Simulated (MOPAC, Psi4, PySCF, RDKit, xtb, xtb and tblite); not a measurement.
Two geometries of SMILES COC(=O)[SiH2]c1cccs1 (C6H8O2SSi), relaxed at GFN2-xTB with one dihedral held; other torsions can differ between them too.

Structure A

```
18

C      0.5428    -1.0216     1.1792
O      0.5560     0.2238     0.5169
C      1.2727     0.3598    -0.6176
O      1.5844     1.4702    -0.9697
Si     1.5711    -1.1157    -1.8219
C     -0.1299    -1.7691    -2.2583
C     -1.3579    -1.2058    -2.0453
C     -2.4293    -1.9704    -2.5493
C     -2.0096    -3.1150    -3.1485
S     -0.3013    -3.2770    -3.1086
H      1.5407    -1.2785     1.5421
H     -0.1308    -0.9021     2.0263
H      0.1728    -1.8213     0.5307
H      2.3543    -2.1802    -1.1791
H      2.2622    -0.5627    -2.9816
H     -1.4854    -0.2656    -1.5371
H     -3.4619    -1.6813    -2.4690
H     -2.6001    -3.8793    -3.6135
```

Structure B

```
18

C     -3.8083     0.0120    -0.8119
O     -2.7019    -0.6695    -0.2623
C     -1.5337     0.0771    -0.1907
O     -0.7470     0.0668    -1.0919
Si    -1.3977     1.0229     1.4731
C      0.3061     1.7665     1.6074
C      1.3600     1.7164     0.7379
C      2.5060     2.3957     1.1978
C      2.3190     2.9597     2.4194
S      0.7405     2.6724     3.0291
H     -4.6405    -0.6883    -0.7778
H     -3.6141     0.3026    -1.8496
H     -4.0527     0.9040    -0.2257
H     -2.4230     2.0771     1.4706
H     -1.6918     0.0576     2.5341
H      1.3023     1.2042    -0.2057
H      3.4264     2.4608     0.6454
H      3.0133     3.5298     3.0046
```

Task: Which is lower in energy at the level B3LYP-D3(BJ)/def2-SVP // GFN2-xTB (Psi4), and by how much?

Result: A is lower, by 5.10 kcal/mol (dihedral C1–O2–C3–Si5: 30° in A, 90° in B).

E(B) − E(A) in kcal/mol at the other levels, on the same two geometries: GFN2-xTB (xtb and tblite) 7.16; MMFF94 // GFN2-xTB (RDKit) 4.48; B3LYP/def2-SVP // GFN2-xTB (Psi4) 3.94; PBE/def2-SVP // GFN2-xTB (Psi4) 5.18; PBE-D3(BJ)/def2-SVP // GFN2-xTB (Psi4) 5.91; UFF // GFN2-xTB (RDKit) 10.80; PM7, restricted, heats of formation // GFN2-xTB (MOPAC) -0.72; PM6, restricted, heats of formation // GFN2-xTB (MOPAC) 2.06; GFN1-xTB // GFN2-xTB (xtb) 4.99; restricted B3LYP/6-31G*, spherical d, density fitting // GFN2-xTB (PySCF) 3.86; restricted BP86/6-31G*, spherical d, density fitting // GFN2-xTB (PySCF) 4.90; restricted Hartree-Fock/STO-3G // GFN2-xTB (PySCF) -0.06; restricted Hartree-Fock/6-31G*, spherical d, density fitting // GFN2-xTB (PySCF) 2.20.
